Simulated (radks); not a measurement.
Values are calculated unless marked as measured or tabulated.
Effect of the nuclear size on the samarium ion Sm49+, [Ne] 3s2 3p1. Code: a radial shooting solver on a logarithmic mesh with Libxc functionals. Model: Dirac Kohn-Sham, relativistic LDA (MacDonald-Vosko exchange, VWN5 correlation), spin-unpolarised, spherical densities, finite nucleus; open shells are shared between the two j in proportion to 2j + 1; Fermi nuclear charge, rms radius 5.0819 fm. The rms radius is varied about that value; shifts are against it.

rms radius (fm)	total energy shift (eV)	density at nucleus (e/bohr^3)	1s1/2 shift (meV)	2s1/2 shift (meV)	2p1/2 shift (meV)	3s1/2 shift (meV)	3p1/2 shift (meV)	3p3/2 shift (meV)	4s1/2 (empty) shift (meV)
4.3704	-4.36	5.473e+05	-1790	-233	3.56	-61.7	0.773	3.31	-24.4
4.838	-1.55	5.343e+05	-635	-82.9	1.27	-21.9	0.274	1.18	-8.67
5.0819	0	5.28e+05	0.000	0.000	0.000	0.000	0.000	0.000	0.000
5.2394	1.03	5.242e+05	423	55.2	-0.841	14.6	-0.182	-0.783	5.77
5.7019	4.20	5.138e+05	1720	225	-3.42	59.4	-0.741	-3.19	23.5

Slopes of the eigenvalues against <r^2> in GHz/fm^2, as finite differences over the two radii next to the reference (eigenvalue slopes, not the field-shift constants of lines): 1s1/2 63300, 2s1/2 8260, 2p1/2 -126, 3s1/2 2180, 3p1/2 -27.3, 3p3/2 -117, 4s1/2 (empty) 863.
